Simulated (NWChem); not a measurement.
System: LaF₃; SMILES [F][La]([F])[F]

```xyz
4

La     0.0000     0.0000     0.1933
F     -2.0790    -0.0214    -0.3062
F      1.0210     1.8111    -0.3062
F      1.0581    -1.7897    -0.3062
```
Atoms are numbered in this order, from 1.

Geometry: optimised at PBE0/def2-SVP. def2 effective core potentials on La; no spin-orbit coupling.

**Question.** List the 4 lowest vertical singlet excitations from PBE/def2-SVPD with def2 effective core potentials on La, full TDDFT (NWChem).

**Answer.** 
| state | energy (eV) | oscillator strength | leading excitation (squared amplitude) |
|---|---|---|---|
| S1 | 5.40 | 0.002 | HOMO−1 → LUMO (0.99) |
| S2 | 5.40 | 0.002 | HOMO → LUMO (0.99) |
| S3 | 5.73 | 0.005 | HOMO−2 → LUMO (1.00) |
| S4 | 5.75 | 0.000 | HOMO−3 → LUMO (1.00) |
